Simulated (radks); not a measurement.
Excited configurations of the platinum ion Pt+: one electron is placed in a higher orbital outside [Xe] 4f14 5d8. The ground configuration is [Xe] 4f14 5d9. Calculated with a radial shooting solver on a logarithmic mesh with Libxc functionals: scalar-relativistic Kohn-Sham, PBEsol, spin-polarised, spherical densities, point nucleus; open shells are filled with parallel spins first (spin-orbit coupling, left out, can overturn this in heavy ions). Excitation = E - E(ground); binding = E(ion) - E, where the ion is the core of charge +2; n* = 2/sqrt(2 binding) in atomic units, and the quantum defect is n - n*.

| outer orbital | excitation (eV) | binding (eV) | n* | quantum defect |
|---|---|---|---|---|
| 6s | 0.916 | 18.569 | 1.712 | 4.288 |
| 6p | 7.946 | 11.539 | 2.172 | 3.828 |
| 6d | 13.773 | 5.712 | 3.087 | 2.913 |
| 6f | 17.026 | 2.459 | 4.704 | 1.296 |
| 7s | 12.370 | 7.114 | 2.766 | 4.234 |
| 7p | 14.065 | 5.420 | 3.169 | 3.831 |
| 7d | 16.059 | 3.425 | 3.986 | 3.014 |
| 7f | 17.715 | 1.770 | 5.545 | 1.455 |

The Delta-SCF ionisation energy is 19.485 eV (NIST Atomic Spectra Database: 18.6 eV, measured). Self-interaction in the functional shifts the binding energies and quantum defects, so they are the method's values and not measured ones. Open shells are spherical and high-spin; term and fine-structure splittings are not resolved. Spin-orbit splitting is averaged out at the scalar-relativistic level.
